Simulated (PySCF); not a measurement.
Gas-phase reaction: 4 SiHI₃ + 3 F = 3 SiI₄ + 2 HF + SiH₂F, at 1800 K and a standard pressure of 1 bar. Level: PBE/def2-SVP.

Method: PySCF energies plus ideal-gas RRHO corrections (1 bar). Open shells (unrestricted): F (multiplicity 2, electronic degeneracy 6), SiH₂F (multiplicity 2); the rest are closed-shell singlets. Spin-orbit splitting is ignored; it lowers the true energy and changes the entropy of F. I: scalar-relativistic def2 core potential, no spin-orbit coupling. SiH₂F: computed as isolated molecules; such fragments, hydroxides, amides, oligomers or adducts are transient or little studied in the gas. The harmonic model lacks anharmonicity and excited electronic states, which grow with temperature; levels with a mode under 35 cm⁻¹ are left out. Soft modes under 120 cm⁻¹ make the harmonic entropy rough for SiHI₃, SiI₄.

| species | E (Ha) | H(1800 K) − E (kJ/mol) | S°(1800 K) (J/mol/K) |
|---|---|---|---|
| SiHI₃ | -1183.03014 | 199.3 | 553.9 |
| F | -99.53981 | 37.4 | 197.8 |
| SiI₄ | -1480.16619 | 195.0 | 608.6 |
| HF | -100.25417 | 78.2 | 227.7 |
| SiH₂F | -390.10287 | 158.5 | 365.7 |
E: electronic energy; H − E holds the zero-point and thermal terms. 1 Ha = 2625.5 kJ/mol.

Q: Work out ΔH°, ΔS°, ΔG° and log10 K from these numbers.

A: 1. ΔE = 3×(-1480.16619) + 2×(-100.25417) + 1×(-390.10287) − 4×(-1183.03014) − 3×(-99.53981) = -0.36979 Ha = -970.9 kJ.
2. Δ(H − E) = 3×(195.0) + 2×(78.2) + 1×(158.5) − 4×(199.3) − 3×(37.4) = -9.5 kJ, so ΔH° = -980.4 kJ.
3. ΔS° = 3×(608.6) + 2×(227.7) + 1×(365.7) − 4×(553.9) − 3×(197.8) = -162.1 J/K; the number of gas molecules changes by -1.
4. ΔG° = ΔH° − TΔS° = -980.4 − 1800×(-162.1)/1000 = -688.6 kJ.
5. log10 K = −ΔG°/(RT ln 10) = 19.98, with RT ln 10 = 34.46 kJ/mol; at standard pressures the products are favoured.
6. A shift of 10 kJ in ΔE would move log10 K by 0.29 here.
For scale, ΔH°(298 K) is -960 kJ at this level, -948 kJ at ωB97M-V/def2-TZVP†, and runs from -1186 to -564 kJ over the 17 levels computed († marks an energy on the PBE0/def2-TZVP geometry).
